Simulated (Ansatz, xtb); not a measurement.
# Isomers of C3H8BNSi in order of energy

5 gas-phase structures of C3H8BNSi, from a drawn sample of its isomers (lower ones may exist). Each was relaxed with GFN2-xTB; where two conformers were screened, the lower at r2SCAN-D4/def2-SVP//GFN2-xTB is listed:

A. `B[C@@H](C#N)[SiH2]C`, a singlet
B. `B[Si](C)(C)C#N`, a singlet
C. `BC[Si@@H](C)C#N`, a singlet
D. `BC[SiH2]CC#N`, a singlet
E. `B[Si@@H](C)CC#N`, a singlet

Problem. Which do you expect lowest at r2SCAN-D4/def2-SVP//GFN2-xTB, and how would the others follow?

Solution. Calculated order at r2SCAN-D4/def2-SVP//GFN2-xTB: C (0.000), A (0.444), D (0.482), B (0.512), E (0.991) eV. Less than 1 kcal/mol parts A and D; D and B, so the order within those pairs means little.

Energies above the lowest of each column, in eV; the last columns are at r2SCAN-D4/def2-SVP geometries:

```tsv
structure	GFN2-xTB	HF/STO-3G	r2SCAN-D4/def2-SVP//GFN2-xTB	r2SCAN-D4/def2-SVP	CCSD(T)/def2-SVP + ΔMP2/def2-TZVPP
C	0.577	0.000	0.000	0.000	0.000
A	0.000	0.762	0.444	0.407	0.541
D	0.104	0.794	0.482	0.470	0.585
B	1.105	0.288	0.512	0.460	0.442
E	0.636	1.131	0.991	0.931	1.028
```

CCSD(T)/def2-SVP + ΔMP2/def2-TZVPP puts C lowest; GFN2-xTB picks A. CCSD(T)/def2-SVP + ΔMP2/def2-TZVPP orders those it was run on as C (0.000), B (0.442), A (0.541), D (0.585), E (1.028) eV. Flexible structures stand in one conformer each, not always the lowest. ΔMP2 is the change of the MP2 energy from the smaller to the larger basis.

Over these structures GFN2-xTB departs from r2SCAN-D4/def2-SVP//GFN2-xTB by 0.469 eV on average once a common shift is removed. A GFN2-xTB relaxation took about 0.19 s and the r2SCAN-D4/def2-SVP//GFN2-xTB energy about 3.3 s on a shared host (Ansatz 0.2.0, xtb 6.7.1).
